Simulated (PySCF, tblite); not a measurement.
`N#CCCP=C=O`. The geometry is computed with GFN2-xTB (gas phase).

```
atom  x, y, z in Å
N1     0.2206    2.0829    1.2481
C2    -0.3445    1.1324    0.9607
C3    -1.0497   -0.0627    0.5721
C4    -0.4557   -0.6703   -0.7016
P5     1.2734   -1.3908   -0.4371
C6     2.1107    0.0254   -0.4568
O7     2.8511    0.9159   -0.4804
H8    -2.0995    0.1991    0.4023
H9    -1.0000   -0.7793    1.3975
H10   -1.0737   -1.5124   -1.0218
H11   -0.4273    0.0626   -1.5089
```

(1) What is the longest distance between nuclei?

(2) Give the dihedral angles H10–C4–P5–C6, C2–C3–C4–H10, C3–C4–P5–C6.

(3) Work out the bond lengths N1≡C2, C3–C4, C3–H9, C4–P5, C4–H11, P5=C6, C6=O7 in pm.

(4) Where is the centre of mass (commonest isotopes), and what is the radius of gyration?

(5) Write the matrix of distances between heavy atoms (Å, lower triangle).

Answers

(1) O7···H8, 5.08 Å; the next longest distance is 4.65 Å.

(2) H10–C4–P5–C6 163° (antiperiplanar); C2–C3–C4–H10 -174° (antiperiplanar); C3–C4–P5–C6 -78° (synclinal). Dihedral signs follow IUPAC: positive where, seen along the central bond, the front bond turns clockwise onto the rear one.

(3) For N1≡C2 the difference vector is (-0.5651, -0.9505, -0.2874) Å, of length 1.1425 Å. N1≡C2 114.3; C3–C4 153.1; C3–H9 109.4; C4–P5 189.2; C4–H11 109.1; P5=C6 164.5; C6=O7 115.8 pm.

(4) Mass 113.003 u; centre at (0.767, 0.034, 0.000) Å; Rg = √(Σ m r²/M) = 1.905 Å. As Ia + Ib + Ic = 2 Σ m r², the three principal moments sum to 820.0 u·Å².

(5) 
```
N1    0.000
C2    1.143  0.000
C3    2.583  1.441  0.000
C4    3.441  2.455  1.531  0.000
P5    4.002  3.307  2.860  1.892  0.000
C6    3.273  3.043  3.325  2.670  1.645  0.000
O7    3.357  3.512  4.157  3.674  2.795  1.158  0.000
```

Its GFN2-xTB frequencies are all real (lowest 30 cm⁻¹). One conformer, not necessarily the lowest. 3 starts were optimised and ended at 0.00, 0.00 and 0.76 kcal/mol (GFN2-xTB); the lowest of these is shown.
